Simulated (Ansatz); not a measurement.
```yaml
atoms:
  - { symbol: Al, position_ang: [-0.4615, 0.3649, 0.6544] }
  - { symbol: P, position_ang: [0.4553, -1.8415, 0.7698] }
```

Basis set: cc-pVDZ (spherical functions). Left uncorrelated: 10 orbitals. Charge 0, multiplicity 1.

Computed with Ansatz (development build ahead of 0.2.0); the reference of a correlated method needn't be the lowest determinant of its kind. Restricted open shells among the atoms or ions are ROHF, correlated in semicanonical orbitals with singles.

Problem. Give the atomization energy at this shape (free ground-state atoms in the same class of orbitals less the molecule, no zero-point energy) of singlet AlP by RHF-CCSDT, RHF-CCSD(T), RHF-CCSD.

Solution.

```csv
method,atomization energy
RHF-CCSDT,0.59 eV
RHF-CCSD(T),0.56 eV
RHF-CCSD,0.17 eV
```

Caution: large amplitudes, a single reference is doubtful; no unrestricted run beside it, a lower state can exist; the reference determinant was not shown to be the lowest; the shape is not the minimum. Caution for RHF-CCSDT: the program doubts this total; the program finds a lower state of this spin.
